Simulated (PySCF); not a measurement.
Species: trans-Ti(PH3)2F4 (singlet state).
Bonds: Ti1–P2, Ti1–P6, Ti1–F10, Ti1–F11, Ti1–F12, Ti1–F13. Hydrogens: H3, H4, H5 on P2; H7, H8, H9 on P6.

Computed with PySCF 2.14.0, PBE0-D3(BJ)/def2-SVP geometry optimisation, gas phase.

Problem. List the bond lengths and angles at this level.

Solution. 
```json
{"bond": "Ti1–P2, Ti1–P6", "length (Å)": "2.756"}
{"bond": "Ti1–F10, Ti1–F12", "length (Å)": "1.789"}
{"bond": "Ti1–F11, Ti1–F13", "length (Å)": "1.767"}
{"bond": "P2–H3 and 5 like bonds", "length (Å)": "1.419"}
```

Bonds in one row agree within 0.01 Å and their mean is given. A selection of angles:
```json
{"angle": "P2–Ti1–P6", "degrees": "177.3"}
{"angle": "P2–Ti1–F10", "degrees": "70.1"}
{"angle": "P2–Ti1–F11", "degrees": "78.5"}
{"angle": "P2–Ti1–F12", "degrees": "110.0"}
{"angle": "P2–Ti1–F13", "degrees": "101.6"}
{"angle": "P6–Ti1–F10", "degrees": "112.5"}
{"angle": "P6–Ti1–F11", "degrees": "98.8"}
{"angle": "P6–Ti1–F13", "degrees": "78.5"}
{"angle": "F10–Ti1–F11", "degrees": "148.2"}
{"angle": "F10–Ti1–F12", "degrees": "91.1"}
{"angle": "F10–Ti1–F13", "degrees": "94.0"}
{"angle": "F11–Ti1–F12", "degrees": "94.7"}
{"angle": "F11–Ti1–F13", "degrees": "97.4"}
{"angle": "Ti1–P2–H3", "degrees": "111.3"}
{"angle": "Ti1–P2–H4", "degrees": "115.8"}
{"angle": "Ti1–P2–H5", "degrees": "129.1"}
{"angle": "H3–P2–H4", "degrees": "97.8"}
{"angle": "H4–P2–H5", "degrees": "99.2"}
```

The F–Ti distances run from 1.767 Å (Ti1–F13) to 1.789 Å (Ti1–F10), a spread of 0.022 Å. Ti1 (titanium bonded to 4 F and 2 P) has the three widest angles are 177.3°, 148.2° and 147.8°, the others run from 70.1° to 112.5°. P2 (phosphorus bonded to Ti and 3 H) has angles from 97.8° to 129.1°.

Point group: near C2, missed by 0.11 Å at most; the miss may be what the optimiser left on a soft mode. PBE0-D3(BJ)/def2-SVP frequencies: not computed here.

The run took 3.7 min wall on one thread of an Arm Neoverse V1 (shared host), and the process peaked at 0.63 GiB of memory. This is the geometry optimisation.
